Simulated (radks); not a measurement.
Q: The table gives one normalised radial function P(r) = r R(r) (large component) of Tl+ in [Hg] (r in bohr). Calculated with a radial shooting solver on a logarithmic mesh with Libxc functionals: Dirac Kohn-Sham, exchange-only LDA, spin-unpolarised, spherical densities, point nucleus.

| r | P |
|---|---|
| 0.002518 | 0.0002 |
| 0.00344 | 0.0004 |
| 0.0047 | 0.0009 |
| 0.00642 | 0.0019 |
| 0.008771 | 0.0040 |
| 0.01198 | 0.0086 |
| 0.01637 | 0.0180 |
| 0.02236 | 0.0367 |
| 0.03055 | 0.0713 |
| 0.04141 | 0.1273 |
| 0.05657 | 0.2084 |
| 0.07728 | 0.2928 |
| 0.1056 | 0.3213 |
| 0.1442 | 0.2085 |
| 0.1971 | -0.0768 |
| 0.2692 | -0.3933 |
| 0.3678 | -0.4506 |
| 0.5024 | -0.0867 |
| 0.6864 | 0.4989 |
| 0.9377 | 0.9037 |
| 1.281 | 0.9118 |
| 1.736 | 0.6526 |
| 2.372 | 0.3434 |
| 3.24 | 0.1302 |
| 4.427 | 0.0325 |
| 6.048 | 0.0046 |
| 8.262 | 0.0003 |
| 11.29 | 0.0000 |

Which n and l does it have? It may be an empty orbital.

A: n = 5, l = 2: the number of nodes gives n - l - 1 = 2, the rise at small r points to l (for j = l - 1/2 the large component starts as r^gamma with gamma = sqrt(l^2 - (Z/c)^2) = 1.91 and the r^(l+1) term takes over further out; the orbital of l - 1 with the same j starts with the same power, but with a larger coefficient, and does not steepen), and the extent must fit the shell. The curve is that of 5d3/2; the two j differ most near the nucleus, where j = l - 1/2 has the larger amplitude, and in heavy atoms j = l - 1/2 is also the more compact. 5d3/2: eigenvalue -22.805 eV, 2 radial nodes at r = 0.183, 0.528 bohr, <r> = 1.36 bohr, 90 % of the charge inside 2.08 bohr.
